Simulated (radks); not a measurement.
Values are calculated unless marked as measured or tabulated.
Neutral gold, configuration [Xe] 4f13 5d10 6s1 6p1 (not the ground configuration).

Code: a radial shooting solver on a logarithmic mesh with Libxc functionals. Model: Dirac Kohn-Sham, PBEsol, spin-unpolarised, spherical densities, finite nucleus; open shells are shared between the two j in proportion to 2j + 1; Fermi nuclear charge, rms radius 5.4371 fm.

Energy parts (eV):
| part | energy |
|---|---|
| total | -517976.78 |
| kinetic | 594641.91 |
| electron-nucleus | -1303352.22 |
| Hartree | 200505.40 |
| exchange-correlation | -9771.87 |

Orbitals (lengths in bohr, moments of r in powers of bohr):
orbital,occ.,eigenvalue (eV),<r^4>,<r^2>
1s1/2,2,-80598.51,4.256e-07,0.0003936
2s1/2,2,-14226.23,0.00006198,0.005943
2p1/2,2,-13648.16,0.00003681,0.004204
2p3/2,4,-11813.92,0.00005703,0.005392
3s1/2,2,-3373.401,0.002255,0.03860
3p1/2,2,-3112.330,0.001965,0.03519
3p3/2,4,-2707.658,0.002712,0.04161
3d3/2,4,-2272.062,0.001800,0.03191
3d5/2,6,-2185.082,0.001983,0.03366
4s1/2,2,-745.4959,0.05020,0.1864
4p1/2,2,-633.9365,0.05344,0.1899
4p3/2,4,-536.0969,0.07295,0.2222
4d3/2,4,-353.0120,0.08642,0.2337
4d5/2,6,-334.6955,0.09492,0.2450
4f5/2,5.57143,-99.7724,0.1629,0.2848
4f7/2,7.42857,-95.8368,0.1721,0.2925
5s1/2,2,-117.1691,1.282,0.9403
5p1/2,2,-80.2560,1.809,1.098
5p3/2,4,-62.8622,2.649,1.322
5d3/2,4,-13.2152,11.88,2.510
5d5/2,6,-11.4153,14.52,2.747
6s1/2,1,-8.2348,106.1,8.039
6p1/2,0.333333,-2.6603,499.5,16.27
6p3/2,0.666667,-1.8535,963.8,22.44

The highest occupied level is 6p3/2 at -1.854 eV. Summed over all electrons, <r^2> = 72.80 bohr^2, which gives a Langevin (diamagnetic) susceptibility term of -57.7 x 10^-6 cm^3/mol. The electron density at the nucleus is 2.141e+06 e/bohr^3. The density falls to 0.001 e/bohr^3 at r = 4.60 bohr.
